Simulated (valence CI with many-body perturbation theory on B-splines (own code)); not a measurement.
# Kr15+: one-electron terms

Computed by relativistic CI+MBPT: three valence electrons over a frozen Dirac-Fock core [Ar], a basis of 9 s, 9 p, 10 d, 8 f, 5 g, 3 h, 1 i functions for each j, with the one-electron correlation potential Σ1 (screened to all orders), the two-electron term Σ2, the three-electron term Σ3, Breit, model QED; selected single and double excitations, second order for the rest (own B-spline code, finite nucleus).

No measured spectrum was set against this ion. As an estimate, terms of the open shell hold to 2 to 4 % of their energy, and close levels can change places. Core correlation moves these levels by up to 4900 cm⁻¹, and in measured spectra 5 to 20 % of such shifts remained as error; rates that hang on mixing are uncertain with them. Only levels of the ground parity were solved; by the run's estimate the other parity begins above the list, which can be wrong where configurations are misplaced.

These are the spectroscopic orbitals of the CI (the correlating ones are not listed), shaped by the core and the other valence electrons. h is the expectation value of the core's Dirac-Fock operator, without the valence repulsion; Σ1 is computed up to l = 3 at one energy for each symmetry, that of its lowest orbital but kept below the first core excitation, so for empty shells it is not the orbital's own correlation shift; Breit and QED include the response of the core.

```tsv
Orbital	h (hartree)	Σ1 (cm⁻¹)	Breit (cm⁻¹)	QED (cm⁻¹)	⟨r⟩ (bohr)
4s1/2	-14.134	-7139	674	484	1.027
5s1/2	-8.3502	-2492	310	224	1.736
6s1/2	-5.523	-1198	166	121	2.636
4p1/2	-13.217	-7712	1041	-46.1	1.051
5p1/2	-7.9185	-2789	497	-21.5	1.785
6p1/2	-5.2862	-1364	272	-11.7	2.710
4p3/2	-13.094	-7545	652	-1.9	1.062
5p3/2	-7.862	-2757	311	-0.6	1.798
6p3/2	-5.2554	-1354	175	-0.3	2.726
3d3/2	-23.429	-21660	1090	-194	0.4493
4d3/2	-11.683	-7202	350	-43.5	1.079
5d3/2	-7.2113	-2902	174	-20.3	1.865
3d5/2	-23.355	-21380	249	-146	0.4513
4d5/2	-11.66	-7146	121	-30.6	1.082
5d5/2	-7.2004	-2878	61.3	-14.2	1.868
4f5/2	-10.434	-11025	-23.0	-17.0	1.042
5f5/2	-6.6548	-4985	-12.5	-9.3	1.865
4f7/2	-10.43	-10724	-76.0	-13.6	1.042
5f7/2	-6.652	-4833	-40.1	-7.5	1.866
5g7/2	-6.4214		-1.4	-1.1	1.708
5g9/2	-6.4204		-4.2	-0.3	1.708
```

Among the shells of the start configuration 3d3, Σ1 is largest in size for 3d3/2, where it is 0.42 % of h.

Lowest root of each symmetry, sizes in configuration state functions:

```json
{"J": "1/2", "Parity": "even", "Roots": "2", "Reference": "43", "Variational": "3375", "Second order": "1914", "Change by selected CI (cm⁻¹)": "-4766", "Change by second order (cm⁻¹)": "0"}
{"J": "3/2", "Parity": "even", "Roots": "5", "Reference": "71", "Variational": "6424", "Second order": "10662", "Change by selected CI (cm⁻¹)": "-3338", "Change by second order (cm⁻¹)": "-1"}
{"J": "5/2", "Parity": "even", "Roots": "5", "Reference": "79", "Variational": "7809", "Second order": "10545", "Change by selected CI (cm⁻¹)": "-3256", "Change by second order (cm⁻¹)": "-1"}
{"J": "7/2", "Parity": "even", "Roots": "3", "Reference": "66", "Variational": "7601", "Second order": "7364", "Change by selected CI (cm⁻¹)": "-3244", "Change by second order (cm⁻¹)": "-1"}
{"J": "9/2", "Parity": "even", "Roots": "3", "Reference": "49", "Variational": "6784", "Second order": "1875", "Change by selected CI (cm⁻¹)": "-3313", "Change by second order (cm⁻¹)": "-1"}
{"J": "11/2", "Parity": "even", "Roots": "1", "Reference": "25", "Variational": "4732", "Second order": "2136", "Change by selected CI (cm⁻¹)": "-5318", "Change by second order (cm⁻¹)": "-2"}
```
